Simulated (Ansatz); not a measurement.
A run for Ansatz (an electronic-structure program): R-r2SCAN/def2-TZVPP on H3NSTe (SMILES N[Te]S), a point of a torsion scan. Elements past Kr take the def2 small-core potentials; no spin–orbit coupling.

Ansatz 0.2 input:
```yaml
crystal:
  periodic: [false, false, false]
  atoms:
    - {symbol: N, position_ang: [-1.43701562, -0.00416414, 0.20615204]}
    - {symbol: Te, position_ang: [0.06390249, -1.06085926, 1.06604256]}
    - {symbol: S, position_ang: [1.90100174, -0.36568153, -0.33628709]}
    - {symbol: H, position_ang: [-1.29220757, 0.99536251, 0.25472727]}
    - {symbol: H, position_ang: [-1.60189902, -0.24973347, -0.76134828]}
    - {symbol: H, position_ang: [2.23173461, -1.56276504, -0.80004063]}
basis:
  gaussian:
    orbitals: def2-TZVPP
hamiltonian:
  xc: {name: r2SCAN}
scf: {lower_state_search: off}
```

The head of its log:

```
WARN ansatz: RAYON_NUM_THREADS=1 ignored (pool sized by the plan → 1); use --threads N
Functional definition: r2SCAN
these checks for a lower state are left out or cut short: stability, starts, cluster_reference, orbital_swaps, neighbouring_geometries, increment
integrals: 0.08 GiB planned
1002 factors; their error is unknown
mean field: 0.55 GiB planned
mean field evaluation 1: about -19661.8759 eV, gradient 6.5e1 eV
mean field evaluation 2: about -19596.0808 eV, gradient 1.4e2 eV
```

Problem. Predict the final total energy.

Solution. -722.8679 hartree.
